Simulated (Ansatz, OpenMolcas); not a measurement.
How methods differ on AlCl3 (SMILES Cl[Al](Cl)Cl)

The species is AlCl3 (4 atoms), meant as a singlet with charge 0. As SMILES, `Cl[Al](Cl)Cl`. Geometry: relaxed at PBE0-D4/def2-TZVP.

Quantity: the electronic atomisation energy, in eV. The values are calculated. Electronic energies at fixed atoms, without zero-point motion or spin-orbit coupling.

| level | kind | program | value (eV) | CPU time (all runs) |
| --- | --- | --- | --- | --- |
| PBE/6-311+G** | GGA | OpenMolcas | 12.94 | 35 s |
| M06-L/6-311+G** | meta-GGA | OpenMolcas | 13.59 | 44 s |
| TPSS/6-311+G** | meta-GGA | OpenMolcas | 12.86 | 44 s |
| r2SCAN/6-311+G** | meta-GGA | Ansatz | 13.31 | 37 s |
| CAM-B3LYP/6-311+G** | range-separated hybrid | Ansatz | 12.54 | 18 s |
| HSE06/6-311+G** | range-separated hybrid | Ansatz | 12.90 | 18 s |
| wB97X/6-311+G** | range-separated hybrid | Ansatz | 12.98 | 58 s |
| CCSD/6-311+G** | coupled cluster or CI | Ansatz | 12.02 | 26 s |

Correlated wave functions underbind in double-zeta sets. The values span 12.02 to 13.59 eV. In so small a basis fixed costs decide the times, and correlated methods can beat functionals. Times are those of the runs behind each value, whatever else they computed, on shared processors of several kinds: orders of magnitude only.
